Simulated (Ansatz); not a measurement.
Reading a saddle point

A first-order saddle point of GaSiH₅O, singlet, PBE0-D4/def2-TZVP, with one imaginary mode of 1503i cm⁻¹:

Ga1  (-1.486, 0.927, 0.084)
Si2  (0.970, -0.573, 0.010)
O3  (-1.726, 0.235, -1.446)
H4  (-0.466, -0.257, -0.964)
H5  (-1.576, 1.700, 1.406)
H6  (2.177, -0.167, -0.760)
H7  (1.046, -2.020, 0.346)
H8  (1.061, 0.156, 1.324)
(Å)

Computed with Ansatz 0.2.0 (basis: def2-TZVPP and def2-QZVPP); correlated methods freeze the cores. Filled d shells of the heavier atoms are correlated. The def2 sets are not built for correlating such inner shells, so the correlated values are less sure here. Extrapolation: Hartree–Fock as exp(−7.88 √X), correlation as X^−2.97.

(1) Which contacts change along the imaginary mode, and what lies on either side? (A judgement: the text doesn't fix the answer.)

(2) Which side is lower, and how far does the saddle lie above each? (Judge from chemistry; the value comes from the calculation.)

T1 diagnostic: at most 0.026. The T1 diagnostic is large here, which may signal multireference character or strong orbital relaxation, so CCSD(T) is less sure.

Answers

(1) The calculation gives: The step is GaSiH₅O ([OH][GaH][SiH3]) → GaHO ([O][GaH]) + SiH₄, with the molecules in contact on both sides. Shortening one way: Si2–H4; lengthening the same way: Ga1–Si2, O3–H4.
```
   pair  one side (Å)  saddle (Å)  other side (Å)
 Si2–H4          3.56        1.76            1.51
Ga1–Si2          2.41        2.88            3.25
  O3–H4          0.96        1.44            2.91
```

(2) Computed: The side with Ga1–Si2, O3–H4 short is lower by 193.0 kJ/mol; the saddle lies 311.1 kJ/mol above it and 118.0 kJ/mol above the other (CCSD(T) at an estimated basis limit (MP2 extrapolated from triple and quadruple zeta, plus CCSD(T) − MP2 in triple zeta); electronic energies).

Labels in which every atom is bracketed show which atoms are joined, not bond orders.

For scale, one of the runs: CCSD(T)/def2-TZVPP, 191 basis functions, launched by `ansatz run in.yaml --threads 4 --pin off --events-out ev --progress --plain --max-ram 9574MiB`. Time: 55 s of wall clock on 4 CPU threads of an Intel Xeon; the host was shared. Peak host memory: 2 GiB.
